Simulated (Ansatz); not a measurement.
C10H8N2, SMILES c1ccc(-c2ccccn2)nc1. Atoms are numbered in the order given.

```xyz
20

C      0.0000     3.5171    -0.0959
C      0.0000     2.8956     1.1600
C      0.0000     1.4972     1.2224
C      0.0000     0.7502     0.0209
C      0.0000    -0.7502     0.0209
C      0.0000    -1.4972     1.2224
C      0.0000    -2.8956     1.1600
C      0.0000    -3.5171    -0.0959
C      0.0000    -2.6904    -1.2332
N      0.0000    -1.3553    -1.1847
N      0.0000     1.3553    -1.1847
C      0.0000     2.6904    -1.2332
H      0.0000     4.6127    -0.1962
H      0.0000     3.4920     2.0852
H      0.0000     1.0001     2.2021
H      0.0000    -1.0001     2.2021
H      0.0000    -3.4920     2.0852
H      0.0000    -4.6127    -0.1962
H      0.0000    -3.1412    -2.2431
H      0.0000     3.1412    -2.2431
```

Coordinates come from a PBE-D3(BJ)/def2-SVP optimisation. The values are those of a single conformer.

Calculation: Ansatz (a program for electronic structure) with PBE-D3(BJ)/def2-SVP.

Each state was relaxed at this level (stationary points, no frequency check), unrestricted for open shells, gas phase, no zero-point terms. λ is the four-point inner reorganisation energy.

Computed ionisation, attachment and triplet energies that can be given, with their reorganisation energies:
| quantity | at the neutral's geometry (eV) | adiabatic (eV) | at the other state's geometry (eV) | relaxation of that state (meV) | relaxation of the neutral (meV) | λ (meV) |
|---|---|---|---|---|---|---|
| ionisation energy | 7.98 | 7.65 | 7.09 | 334 | 562 | 896 |
| T1 energy | 3.10 | 2.65 | 1.98 | 457 | 664 | 1120 |
